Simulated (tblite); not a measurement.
Species: C6H7F3Si.
Z-matrix (Å and degrees, GFN2-xTB geometry), rows numbered from 1:
```
F 
C   1  1.3305
F   2  1.3340  1  110.67
C   2  1.3403  1  125.82  3   179.97
F   4  1.3538  2  116.06  1     0.05
C   4  1.4351  2  124.23  1   178.88
C   6  1.3497  4  127.49  2   176.46
C   7  1.4383  6  128.40  4    -0.30
C   8  1.5312  7  119.16  6  -168.55
Si  9  1.8735  8   68.48  7  -109.23
H   6  1.0796  4  113.20  2    -3.86
H   7  1.0834  6  116.32  4   177.76
H   8  1.0803  7  115.88  6   -24.06
H   9  1.0822  8  115.16 10   113.65
H   9  1.0810  8  115.12 10  -114.66
H  10  1.4490  8  116.47  9   106.79
H  10  1.4508  8  116.42  9  -105.15
```

Computed with GFN2-xTB (tblite): harmonic, unscaled wavenumbers at the GFN2-xTB geometry, gas phase. This tight-binding method is rough: wavenumbers can miss measured ones by several per cent, in bad cases by 10 to 20. Modes of hydrogen on silicon can be 10 to 20 % off. One conformer, not necessarily the lowest.

Harmonic wavenumbers (cm⁻¹): 35.0, 39.7, 111.6, 127.7, 177.7, 201.1, 267.7, 289.4, 331.1, 401.0, 412.8, 442.0, 463.4, 504.3, 521.3, 527.9, 606.1, 647.2, 723.9, 744.2, 751.3, 790.4, 801.4, 886.5, 926.0, 928.9, 1038.4, 1047.2, 1096.1, 1147.6, 1198.0, 1245.4, 1280.7, 1285.0, 1405.4, 1432.8, 1614.7, 1711.9, 2375.4, 2391.5, 3043.4, 3054.4, 3068.3, 3083.4, 3093.9.

A = 2969, B = 460.4, C = 427.5 MHz; mass 164.027 u (most abundant isotopes); point group C1, symmetry number 1.

Q: What is the zero-point energy?

A: ½Σν̃ = 24137 cm⁻¹ = 69.01 kcal/mol.

Q: What is S at 298.15 K and 1 bar for an ideal gas of classical rigid rotors and harmonic oscillators?

A: Translation 41.22, rotation 30.69, vibration 34.01: S = 105.9 cal/(mol K).

Q: And Cp and H(298.15 K) − H(0)?

A: Cp = 42.93 cal/(mol K), of which vibrations give 34.98 (their classical limit is 45 R = 89.4); H(298.15 K) − H(0) = 7.64 kcal/mol without the zero-point energy, 5.27 from vibrations.

Q: How do the functions run with temperature in this model?

A: 
| T (K) | S (cal/(mol K)) | Cp (cal/(mol K)) | H − H(0) (kcal/mol) | G − H(0) (kcal/mol) | ln q(vib) |
| --- | --- | --- | --- | --- | --- |
| 100 | 73.7 | 19.7 | 1.37 | -5.99 | 2.35 |
| 200 | 91.1 | 31.9 | 3.95 | -14.26 | 5.29 |
| 300 | 106.2 | 43.1 | 7.72 | -24.14 | 8.28 |
| 500 | 132.4 | 59.5 | 18.12 | -48.08 | 14.13 |
| 800 | 163.7 | 73.4 | 38.28 | -92.70 | 22.17 |
| 1000 | 180.7 | 79.0 | 53.55 | -127.18 | 26.98 |

q(vib) and H(0) count from the zero-point level.

Q: Which modes carry the vibrational entropy at 298.15 K?

A: 35.0 cm⁻¹: 5.52; 39.7 cm⁻¹: 5.27; 111.6 cm⁻¹: 3.24; 127.7 cm⁻¹: 2.98; 177.7 cm⁻¹: 2.35; 201.1 cm⁻¹: 2.12 cal/(mol K); the other 39 give 12.52 together.

Q: What must be added to the electronic energy to get the Gibbs energy at 298.15 K and 1 bar?

A: ZPE + [H(298.15 K) − H(0)] − T·S = 69.01 + 7.64 − 31.58 = 45.07 kcal/mol.

Hindered rotation and anharmonicity are outside this model. Other conformers, if any are populated, would add a mixing term that is left out. The structure is chiral; the term R ln 2 for an equal mix with its mirror image is left out.
